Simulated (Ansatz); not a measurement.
CNO, doublet, at a GFN2-xTB geometry; Ansatz (a first-principles code) with B3LYP/def2-SVP.

Ansatz was given this input:
Ansatz 0.2 input:
```yaml
crystal:
  periodic: [false, false, false]
  atoms:
    - {symbol: N, position_ang: [-0.00000000, -0.00000000, -1.24271828]}
    - {symbol: C, position_ang: [-0.00000000, -0.00000000, -0.04267674]}
    - {symbol: O, position_ang: [0.00000000, 0.00000000, 1.11938605]}
basis:
  gaussian:
    orbitals: def2-SVP
    final_grid: {core_spheres: 10, valence_spheres: 20, degree: 41}
hamiltonian:
  xc: b3lyp
magnetization: {spin_polarized: true, initial_magnetization: 1}
```

Question: Write the output that Ansatz gives for this input, abridged.

Answer: 
```
Functional definition: B3LYP
416 factors; integrals over basis functions are off by at most 1.2e-3 eV
mean field evaluation 1: about -4565.7426 eV, gradient 2.4e1 eV
mean field evaluation 2: about -4564.0783 eV, gradient 3.2e1 eV
mean field evaluation 4: about -4567.8745 eV, gradient 2.5e0 eV
mean field evaluation 8: about -4568.0280 eV, gradient 1.1e-1 eV
mean field evaluation 16: about -4568.0281 eV, gradient 1.8e-5 eV
mean field -4568.02808394 eV, -167.8719357641 hartree, gradient 1.8e-5 eV, S^2 0.761904; 0 other end points of the search recorded, 0 dependent functions left out
reference -4568.02820543 eV, -167.8719402289 hartree; 11, 10 occupied and 31, 32 virtual orbitals, 416 factors
Total energy: -4568.02820543 eV, -167.8719402289 hartree
```
